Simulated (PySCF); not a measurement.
C4H7ClSi.
Cartesian coordinates in Å at the GFN2-xTB level; atoms count from 1:
```xyz
13
C4H7ClSi angstrom
C     -1.6605    0.8267    0.0542
C     -0.9415   -0.0801   -0.9181
C     -0.5383   -1.4575   -0.5311
C      0.4500   -0.6006   -0.5924
Si     2.2266   -0.1160   -0.3866
Cl     2.2802    1.5547    0.7486
H     -2.7399    0.7163   -0.0436
H     -1.3785    0.5857    1.0769
H     -1.4058    1.8682   -0.1365
H     -1.1842    0.1186   -1.9601
H     -0.8818   -2.4443   -0.3362
H      2.9618   -1.1724    0.3036
H      2.8077    0.2013   -1.6895
```

Computed with TDDFT CAM-B3LYP/def2-SVPD, vertical, gas phase, core orbitals frozen in the response in PySCF 2.14.0, density-fitted response routines.

Frontier orbitals with the atoms that hold most of them (Löwdin shares over 4%, at most four atoms; ? is withheld):

```csv
orbital,ε (eV),atoms
HOMO-3,-10.66,"Cl6 59%, C4 13%, Si5 7%, C3 6%"
HOMO-2,-10.35,"Cl6 55%, Si5 16%, H13 11%, H12 7%"
HOMO-1,-9.21,?
HOMO,-8.78,"C4 30%, C3 28%, C2 15%, C1 9%"
LUMO,?,?
LUMO+1,1.23,"Si5 40%, C3 12%, H13 9%, H12 8%"
LUMO+2,1.32,"Cl6 28%, Si5 24%, C4 10%, H13 8%"
```

Which atoms hold the HOMO-1, and with what shares?

C2 (bonded to 3 C and H) 29%; C4 (bonded to 2 C and Si) 19%; C3 (bonded to 2 C and H) 16%; C1 (bonded to C and 3 H) 9%.

Which atoms hold the LUMO, and with what shares?

C3 (bonded to 2 C and H) 29%; C4 (bonded to 2 C and Si) 25%; Si5 (bonded to C, Cl and 2 H) 17%; Cl6 (bonded to Si) 10%. By element: carbon 54% or more, silicon 17%, chlorine 10%.

What is the LUMO energy, and the HOMO–LUMO gap?

ε(LUMO) = 0.14 eV; the gap is 8.92 eV (0.3278 hartree).

How does S1 compare with the orbital gap of 8.92 eV?

S1 is at 5.35 eV (f = 0.0005), 3.57 eV below the gap, made of HOMO-1→LUMO (91%). Its leading pair isn't HOMO and LUMO; the energies of that pair differ by 9.34 eV. 

One configuration dominates each of S1, S2 and S8. Which, and how do the shares of the two leading atoms of either orbital change from the occupied to the empty one?

- S1 (5.35 eV, f 0.0005), HOMO-1→LUMO (91%): C2 29% → at most 10%, C4 19% → 25%, C3 16% → 29%
- S2 (5.80 eV, f 0.152), HOMO→LUMO (94%): C4 30% → 25%, C3 28% → 29%
- S8 (7.72 eV, f 0.0085), HOMO-1→LUMO+1 (75%): C2 29% → at most 9%, C4 19% → at most 9%, Si5 at most 9% → 40%, C3 16% → 12%

The run took 83 s wall, 66 s CPU on one thread of an Intel Xeon at 2.50 GHz, no GPU, on a shared host, and the process peaked at 0.83 GiB of memory.

One conformer stands for the species.
